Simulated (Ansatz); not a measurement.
Molecule: GaBr2, net charge 0, doublet state. It need not be the lowest isomer of its formula. SMILES: [Ga]([Br])[Br]
Structure (B3LYP-D3(BJ)/def2-TZVP (Ansatz, a program for electronic structure) minimum search):
```
Ga
Br 1 2.3445
Br 1 2.3445 2 120.26
```
Charge 0, spin multiplicity 2.

Parts of the frozen-core correlation energy in cc-pVTZ (Ansatz, hartree). Frozen orbitals: 42; correlated occupied orbitals by spin: 9 and 8; virtual: 78 and 79. Open shells are spin-unrestricted. No spin-orbit coupling. No relativistic terms.

```tsv
term	value
reference (HF)	-7068.32101
MP2 opposite-spin	[?]
MP2 same-spin	[?]
CCSD correlation	-0.39565
(T)	[?]
T1 diagnostic	0.015
largest doubles amplitude	0.027
<S^2> of the reference	0.761
```

Question: What belongs in the gaps?

Answer: 
- MP2 opposite-spin, value: -0.27183
- MP2 same-spin, value: -0.09168
- (T), value: -0.01700
